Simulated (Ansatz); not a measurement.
A nudged elastic band was laid between two geometries of BF2HO + H2S (8 atoms, charge 0, multiplicity 1).

The calculation used Ansatz 0.2.0, UKS PBE-D4/def2-SVP.

| Item | Value |
| --- | --- |
| movable images | 7 |
| climbing image | yes |
| spring | 5.0 eV/Å² |
| optimiser | quadratic models (default) |
| start path | through a guess of the saddle point |
| force threshold | 0.05 eV/Å |
| iteration limit | 60 |
| end points | relaxed |

Image 0:

```xyz
8
Properties=species:S:1:pos:R:3
B -0.488 0.804 -0.567
O 0.806 0.847 -0.979
F -1.470 0.306 -1.327
F -0.812 1.374 0.598
H 1.311 -1.206 1.030
S 0.089 -1.789 1.168
H 0.918 0.406 -1.840
H -0.354 -0.743 1.917
```

Image 8:

```xyz
8
Properties=species:S:1:pos:R:3
B -0.630 0.253 -0.072
O 1.082 0.425 -0.559
F -1.208 0.090 -1.299
F -0.880 1.411 0.577
H 1.380 -0.447 -0.199
S -0.552 -1.346 0.961
H 1.069 0.322 -1.534
H -0.260 -0.707 2.126
```

**Question.** What changes between the two ends?

**Answer.** Bonds broken: H5–S6. Bonds formed: B1–S6, O2–H5. BF2HO + H2S becomes BF2H3OS.

**Question.** Give the energies along the band, and the barrier.

**Answer.** The forces met the threshold. The highest image is number 6 of 0 to 8, 0.82 eV above the first end and 0.35 eV above the last; the last end lies 0.47 eV above the first. A vibrational analysis at the climbing image gives one clearly imaginary mode, 931i cm⁻¹: a first-order saddle point. The orbitals were unrestricted but ended closed-shell.

```csv
image,path coordinate (Å),energy (eV),H5–S6 (Å),B1–S6 (Å),O2–H5 (Å)
0,0.00,0.00,1.36,3.17,2.92
1,0.33,0.00,1.36,3.19,2.68
2,0.66,0.02,1.36,3.15,2.49
3,0.99,0.06,1.36,2.96,2.25
4,1.32,0.21,1.37,2.66,1.96
5,1.66,0.54,1.43,2.34,1.64
6,1.99,0.82,1.62,2.12,1.29
7,2.39,0.54,2.06,1.96,1.03
8,2.80,0.47,2.43,1.90,0.99
```

**Question.** What is the geometry of the highest image?

**Answer.** 
```xyz
8
Properties=species:S:1:pos:R:3:forces:R:3
B -0.529 0.405 -0.236 0.03 0.00 -0.01
O 0.973 0.448 -0.533 0.01 0.00 0.02
F -1.252 0.119 -1.350 -0.01 0.01 -0.02
F -0.934 1.435 0.537 -0.02 0.01 0.01
H 0.921 -0.669 0.112 0.00 0.01 0.00
S -0.305 -1.365 0.905 0.00 -0.02 0.02
H 1.126 0.332 -1.493 -0.02 -0.01 -0.01
H 0.000 -0.705 2.057 0.00 0.00 0.00
```

**Question.** What are the harmonic wavenumbers there?

**Answer.** 931i, 193, 267, 279, 364, 418, 484, 540, 603, 618, 846, 958, 1107, 1236, 1350, 1524, 2623, 3677 cm⁻¹.

Time of the run: 66 s on 2 threads of AMD EPYC 9R45 96-Core Processor (Zen 5), on a shared host, peak memory 0.17 GiB.
